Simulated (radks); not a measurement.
Valence configurations of Fe3+ (all share [Ar]). Calculated with a radial shooting solver on a logarithmic mesh with Libxc functionals: scalar-relativistic Kohn-Sham, BLYP, spin-polarised, spherical densities, finite nucleus; open shells are filled with parallel spins first; Fermi nuclear charge, rms radius 3.7377 fm. Energies are relative to 3d5; eigenvalues in eV for spin up.

[
 {"valence": "3d5", "E (eV)": "0.000", "moment (Bohr magnetons)": "5", "e(3d)": "-44.986", "e(4p)": "-", "e(4s)": "-"},
 {"valence": "3d4.5 4s0.5", "E (eV)": "7.021", "moment (Bohr magnetons)": "5", "e(3d)": "-48.604", "e(4p)": "-", "e(4s)": "-33.490"},
 {"valence": "3d4.5 4p0.5", "E (eV)": "10.785", "moment (Bohr magnetons)": "5", "e(3d)": "-49.162", "e(4p)": "-26.303", "e(4s)": "-"},
 {"valence": "3d4 4s1", "E (eV)": "15.149", "moment (Bohr magnetons)": "5", "e(3d)": "-52.363", "e(4p)": "-", "e(4s)": "-34.937"},
 {"valence": "3d4 4p1", "E (eV)": "22.905", "moment (Bohr magnetons)": "5", "e(3d)": "-53.453", "e(4p)": "-27.796", "e(4s)": "-"},
 {"valence": "3d3.5 4s1.5", "E (eV)": "25.455", "moment (Bohr magnetons)": "4", "e(3d)": "-56.268", "e(4p)": "-", "e(4s)": "-35.987"},
 {"valence": "3d3.5 4s0.5 4p1", "E (eV)": "32.470", "moment (Bohr magnetons)": "5", "e(3d)": "-57.324", "e(4p)": "-28.930", "e(4s)": "-36.933"},
 {"valence": "3d3 4s2", "E (eV)": "36.912", "moment (Bohr magnetons)": "3", "e(3d)": "-60.277", "e(4p)": "-", "e(4s)": "-36.967"},
 {"valence": "3d3 4s1 4p1", "E (eV)": "43.321", "moment (Bohr magnetons)": "5", "e(3d)": "-61.322", "e(4p)": "-30.037", "e(4s)": "-38.280"},
 {"valence": "3d3 4p2", "E (eV)": "51.578", "moment (Bohr magnetons)": "5", "e(3d)": "-62.344", "e(4p)": "-30.553", "e(4s)": "-"}
]

NIST lists [Ar] 3d5 as the ground configuration; this level of theory agrees among the configurations tried. The energies are those of spherical high-spin densities, not of single terms.
